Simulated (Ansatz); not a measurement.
Bond stretch in AsH, triplet.

Computed with full CI/cc-pVTZ, cores with 3d frozen in Ansatz (a first-principles code).

Question: Relative to R = 1.53 Å, what are the energies at R = 1.30, 1.60, 2.74, 3.79 Å?

Answer: 0.697 eV at 1.30 Å, 0.031 eV at 1.60 Å, 2.395 eV at 2.74 Å, 2.762 eV at 3.79 Å.
